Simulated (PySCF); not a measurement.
Cost of excited-state runs on SMILES C#CC1=CC=C[C@@H]1OC, C$_{8}$H$_{8}$O

Molfile (atoms numbered from 1):
```
C8H8O
     RDKit          3D

 17 17  0  0  0  0  0  0  0  0999 V2000
    1.7641   -2.3601    0.2421 C   0  0  0  0  0  0  0  0  0  0  0  0
    1.3591   -1.2314    0.1373 C   0  0  0  0  0  0  0  0  0  0  0  0
    0.9021    0.0842    0.0074 C   0  0  0  0  0  0  0  0  0  0  0  0
    1.6424    1.2123    0.0598 C   0  0  0  0  0  0  0  0  0  0  0  0
    0.7931    2.3631   -0.1449 C   0  0  0  0  0  0  0  0  0  0  0  0
   -0.4696    1.9650   -0.3372 C   0  0  0  0  0  0  0  0  0  0  0  0
   -0.5403    0.4625   -0.3153 C   0  0  2  0  0  0  0  0  0  0  0  0
   -1.5494    0.0111    0.5508 O   0  0  0  0  0  0  0  0  0  0  0  0
   -1.8712   -1.3509    0.4219 C   0  0  0  0  0  0  0  0  0  0  0  0
    2.1078   -3.3459    0.3432 H   0  0  0  0  0  0  0  0  0  0  0  0
    2.7032    1.2624    0.2303 H   0  0  0  0  0  0  0  0  0  0  0  0
    1.1530    3.3764   -0.1343 H   0  0  0  0  0  0  0  0  0  0  0  0
   -1.3444    2.5672   -0.4877 H   0  0  0  0  0  0  0  0  0  0  0  0
   -0.7443    0.1060   -1.3458 H   0  0  0  0  0  0  0  0  0  0  0  0
   -1.0312   -1.9932    0.7027 H   0  0  0  0  0  0  0  0  0  0  0  0
   -2.7062   -1.5266    1.0976 H   0  0  0  0  0  0  0  0  0  0  0  0
   -2.1752   -1.5900   -0.6055 H   0  0  0  0  0  0  0  0  0  0  0  0
  1  2  3  0
  2  3  1  0
  3  4  2  0
  4  5  1  0
  5  6  2  0
  6  7  1  0
  7  8  1  0
  8  9  1  0
  7  3  1  0
  1 10  1  0
  4 11  1  0
  5 12  1  0
  6 13  1  0
  7 14  1  6
  9 15  1  0
  9 16  1  0
  9 17  1  0
M  END
```

PySCF with density fitting, on 1 thread of an Arm Neoverse V2, shared host. Command: `OMP_NUM_THREADS=1 python excited_run.py task.json out`

Question: How long does this run take, and how much memory?
- magnetisability and related constants, B3LYP/pcSseg-1; usual settings

Answer: 
```
                                  run           level  basis functions  wall time  peak memory (GiB)
magnetisability and related constants  B3LYP/pcSseg-1              193       27 s               0.85
```
Times from a shared host are rough.
